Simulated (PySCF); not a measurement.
A GIAO shielding run with PySCF (density fitting, non-relativistic, gas phase) on SMILES C1=C(C2CCCC2)S[SiH2]1, C$_{7}$H$_{12}$SSi:

```
$ OMP_NUM_THREADS=1 python probes_run.py task.json out

{"job": {"kind": "nmr", "xc": "PBE0", "basis": "pcSseg-1"}, "charge": 0, "multiplicity": 1}
C      2.376372    -0.743621     0.786929
C      1.290205    -0.293977     0.129510
C     -0.127039    -0.237443     0.552860
C     -1.090300    -0.894070    -0.452095
C     -2.418934    -0.124406    -0.338345
C     -2.170535     0.997265     0.678096
C     -0.660056     1.198084     0.651076
S      1.816407     0.314465    -1.457482
Si     3.679686    -0.388361    -0.499312
H      2.364266    -1.167403     1.777162
H     -0.214985    -0.723755     1.531673
H     -0.677870    -0.789047    -1.456192
H     -1.208409    -1.957221    -0.245371
H     -3.233344    -0.773748    -0.018550
H     -2.691753     0.296477    -1.305744
H     -2.713898     1.908020     0.430518
H     -2.477973     0.677539     1.675609
H     -0.364096     1.748108    -0.243734
H     -0.281556     1.721662     1.528461
H      4.223659    -1.494006    -1.270614
H      4.571233     0.742382    -0.300221
```

Hardware: 1 thread of an Arm Neoverse N1, shared host. The job also computes population analyses, field gradients, ring-centre shieldings.

Q: How large is the calculation?

A: 84 electrons, 227 basis functions and 1219 auxiliary functions.

Q: How long does it take, and how much memory does it need?

A: 95 s of wall time, with 14 SCF cycles and 5 response iterations; peak memory 1.1 GiB. Times on a shared host scatter by some tens of per cent.
